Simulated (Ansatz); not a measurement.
Start from `O[SiH2]B(F)F` and change one atom or group to get `O[SiH2]B(F)Cl`.

Ansatz, PBE0-D4/def2-TZVP geometries, multiplicity 1. Each molecule was computed in one conformer, which needn't be the lowest.

```json
{"property": "HOMO–LUMO gap (PBE/def2-TZVPP) / eV", "`O[SiH2]B(F)F`": "5.02"}
{"property": "HOMO energy (B3LYP/def2-TZVPP) / eV", "`O[SiH2]B(F)F`": "-8.33"}
{"property": "HOMO–LUMO gap (ωB97M-V/def2-TZVPP) / eV", "`O[SiH2]B(F)F`": "11.70"}
{"property": "size of the dipole moment (ωB97M-V/def2-TZVPP) / D", "`O[SiH2]B(F)F`": "1.01"}
{"property": "HOMO energy (PBE0/def2-TZVPP) / eV", "`O[SiH2]B(F)F`": "-8.53"}
{"property": "size of the dipole moment (PBE/def2-TZVPP) / D", "`O[SiH2]B(F)F`": "0.99"}
```

(1) Give the same properties after the change, and the shifts. (Estimate.)

Results:

(1) The calculation gave: 
| property | `O[SiH2]B(F)Cl` | shift |
| --- | --- | --- |
| HOMO–LUMO gap (PBE/def2-TZVPP) / eV | 4.38 | -0.64 |
| HOMO energy (B3LYP/def2-TZVPP) / eV | -8.24 | 0.09 |
| HOMO–LUMO gap (ωB97M-V/def2-TZVPP) / eV | 10.94 | -0.76 |
| size of the dipole moment (ωB97M-V/def2-TZVPP) / D | 0.71 | -0.30 |
| HOMO energy (PBE0/def2-TZVPP) / eV | -8.44 | 0.09 |
| size of the dipole moment (PBE/def2-TZVPP) / D | 0.75 | -0.24 |

With PBE0 the HOMO rises by 0.09 eV and the LUMO falls by 0.64 eV, so the gap narrows by about 0.73 eV. PBE moves the HOMO by 0.02 eV and ωB97M-V by 0.15 eV. Dipoles are sizes alone; their direction can turn.

B3LYP here is the variant with VWN-RPA as its local correlation; programs differ in this.
